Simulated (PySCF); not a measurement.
Homolysis of single bonds, series Ga Cl-Br. Gas-phase values, no solvent. Strings in code marks are SMILES.

The dipole moment from two functionals at the same geometries (PBE0-D3(BJ)/def2-TZVP), both in PySCF: PBE-D3(BJ)/def2-TZVP and B3LYP-D3(BJ)/def2-TZVP. B3LYP has the VWN-RPA correlation part, as in Gaussian. 

```json
[
 {"species": "whole molecule (`[Cl][Ga]([Cl])[Cl]`)", "PBE-D3(BJ)/def2-TZVP (D)": "0.00"},
 {"species": "radical fragment (`[Cl][Ga][Cl]`)", "PBE-D3(BJ)/def2-TZVP (D)": "1.55"},
 {"species": "radical fragment (`[Cl][Ga][Br]`)", "PBE-D3(BJ)/def2-TZVP (D)": "1.45"},
 {"species": "whole molecule (`[Cl][Ga]([Br])[Br]`)", "PBE-D3(BJ)/def2-TZVP (D)": "0.31"},
 {"species": "radical fragment (`[Br][Ga][Br]`)", "PBE-D3(BJ)/def2-TZVP (D)": "1.35"},
 {"species": "whole molecule (`[Br][Ga]([Br])[Br]`)", "PBE-D3(BJ)/def2-TZVP (D)": "0.00"}
]
```

Q: What does B3LYP-D3(BJ)/def2-TZVP give for each?

A: 
- whole molecule (`[Cl][Ga]([Cl])[Cl]`): 0.00
- radical fragment (`[Cl][Ga][Cl]`): 1.74
- radical fragment (`[Cl][Ga][Br]`): 1.64
- whole molecule (`[Cl][Ga]([Br])[Br]`): 0.30
- radical fragment (`[Br][Ga][Br]`): 1.54
- whole molecule (`[Br][Ga]([Br])[Br]`): 0.00
Over these rows, drawn at random from the members with no instability flagged (it was tested for open shells, ions and some series alone), PBE minus B3LYP-D3(BJ): mean -0.10 D, from -0.19 D to 0.00 D.
